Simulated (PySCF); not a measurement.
C₆H₁₀F₂.
Geometry (PBE0-D3(BJ)/def2-SVP, Å), atoms numbered from 1 in this order:
```xyz
18
C6H10F2 angstrom
F     -1.4233   -0.7982    1.3305
C     -1.2527   -0.9877   -0.0136
F     -2.0278   -2.0543   -0.3474
C     -1.7386    0.2468   -0.7415
C     -0.8389    1.4440   -0.4523
C      0.6234    1.1275   -0.7523
C      1.0921   -0.1071    0.0121
C      0.2018   -1.3114   -0.2758
H     -1.7463    0.0157   -1.8190
H     -2.7797    0.4322   -0.4360
H     -1.1773    2.3154   -1.0339
H     -0.9428    1.7162    0.6117
H      1.2584    1.9925   -0.5033
H      0.7450    0.9539   -1.8373
H      1.0660    0.1016    1.0950
H      2.1375   -0.3470   -0.2365
H      0.2883   -1.6177   -1.3308
H      0.4718   -2.1800    0.3440
```

Linear response at B3LYP/def2-SVPD (PySCF, frozen core in the response, non-relativistic).

Static isotropic polarisability: 70.69 au (10.48 Å³), principal values 64.6, 72.7, 74.8 au.

Problem. What is the polarisability at 1064 nm and at the sodium D line?

Solution. 71.11 au at 1064 nm (+0.6 %), 72.08 au at 589.3 nm (+2.0 %). The rise at 589.3 nm is 3.33 times that at 1064 nm; a pure ω² law gives 3.26. The lowest singlet lies at 156 nm, shorter than both wavelengths.

Problem. What is the isotropic C6 coefficient between two such molecules, C6 = (3/π)∫α(iω)² dω?

Solution. 2394 au (Eh·bohr⁶) by a ten-point quadrature over imaginary frequencies, which is 1430 eV·Å⁶ or 138 J·nm⁶/mol.

Problem. Which effective excitation energy ω̄ makes London's formula C6 = (3/4)α²ω̄ exact here?

Solution. ω̄ = 4·C6/(3α²) = 0.639 Eh = 17.4 eV. A one-pole form α(ω) = α/(1 − ω²/ω̄²) fitted to the 1064 nm value gives 15.2 eV. London's choice of the ionisation energy (10.63 eV, ΔSCF at the same level) gives C6 = 1460 au, 39 % too low.

Problem. How many electrons N does the Slater–Kirkwood formula C6 = (3/4)·√N·α^(3/2) need to give this C6?

Solution. N = (4·C6/3)²/α³ = 28.8; the species has 64 electrons in all.

Problem. How anisotropic is the static polarisability, by Δα² = ½[(α1 − α2)² + (α2 − α3)² + (α3 − α1)²]?

Solution. Δα = 9.3 au, or 0.13 of the isotropic value.

Problem. What n − 1 at the D line would an ideal gas of it have at 273.15 K and 1 atm (2.6868 × 10¹⁹ cm⁻³), by n − 1 = 2π·N·α′?

Solution. 18.03 × 10⁻⁴, a formal value whether or not that pressure can be reached.

Problem. What molar refraction at the D line follows from R = (4π/3)·N_A·α′, with α′ the polarisability volume?

Solution. α′ = 10.68 Å³ gives R = 26.94 cm³/mol, for isolated, non-vibrating species.

Problem. The lowest 6 singlets have (eV, f): 7.95, 0.000; 8.53, 0.005; 8.59, 0.002; 8.63, 0.010; 8.73, 0.029; 8.86, 0.036. What share of the static polarisability do they carry in the sum over states α = Σ f/ω²?

Solution. 0.78 au, 1.1 % of α; the largest term, 0.34 au, is that of the state at 8.86 eV. Their oscillator strengths add up to 0.08. Higher states carry the rest.

Problem. What three-body coefficient follows from the one-pole estimate C9 = (3/4)·α·C6?

Solution. 127000 au. This is an estimate from the two numbers above, not a computed integral.

One conformer stands for the species.
